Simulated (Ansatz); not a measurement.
Ansatz (a quantum-chemistry and plane-wave program) input:
A basis named .json is the Basis Set Exchange file of that set.

Ansatz 0.2 input:
```yaml
crystal:
  periodic: [false, false, false]
  atoms:
    - {symbol: C, position_ang: [-1.31753073, -0.32771915, 1.26374725]}
    - {symbol: C, position_ang: [-0.71150270, -0.33924838, -0.14471000]}
    - {symbol: C, position_ang: [-1.03861339, 0.97669029, -0.85773641]}
    - {symbol: C, position_ang: [-1.30574657, -1.50877475, -0.93769083]}
    - {symbol: C, position_ang: [0.82475514, -0.53925964, -0.07753301]}
    - {symbol: C, position_ang: [1.57711432, 0.49650175, 0.69767062]}
    - {symbol: C, position_ang: [2.45644224, 1.34435226, 0.17897676]}
    - {symbol: H, position_ang: [-1.06076117, -1.23848432, 1.81041309]}
    - {symbol: H, position_ang: [-0.96846053, 0.52651881, 1.84553415]}
    - {symbol: H, position_ang: [-2.40660361, -0.26631635, 1.21015942]}
    - {symbol: H, position_ang: [-2.11943577, 1.11597146, -0.93090316]}
    - {symbol: H, position_ang: [-0.62075403, 1.83110797, -0.32411697]}
    - {symbol: H, position_ang: [-0.62963412, 0.98410330, -1.87091331]}
    - {symbol: H, position_ang: [-2.38948788, -1.40690296, -1.02739392]}
    - {symbol: H, position_ang: [-1.09751038, -2.46259472, -0.44723040]}
    - {symbol: H, position_ang: [-0.88830482, -1.55129795, -1.94633611]}
    - {symbol: H, position_ang: [1.01272140, -1.52265989, 0.36879521]}
    - {symbol: H, position_ang: [1.21395547, -0.57662264, -1.09902698]}
    - {symbol: H, position_ang: [1.37835108, 0.54158503, 1.76463200]}
    - {symbol: H, position_ang: [2.97460036, 2.07272475, 0.78971196]}
    - {symbol: H, position_ang: [2.69181408, 1.33761323, -0.87967152]}
basis:
  gaussian:
    orbitals: aug-cc-pVTZ
    fitting: {mean_field: def2-universal-jkfit, correlation: aug-cc-pVTZ-RIFIT.json}
total_charge: 1
magnetization: {spin_polarized: true, initial_magnetization: 1}
correlation: {method: mp2, electrons: outside_noble_gas}
```

**Question.** Which total energy does the run end on?

**Answer.** -274.17918 Eh (RI-MP2/aug-cc-pVTZ). The basis has 644 functions.

This state (charge 1, doublet) is run at the relaxed geometry of the species with charge 0 and multiplicity 1.
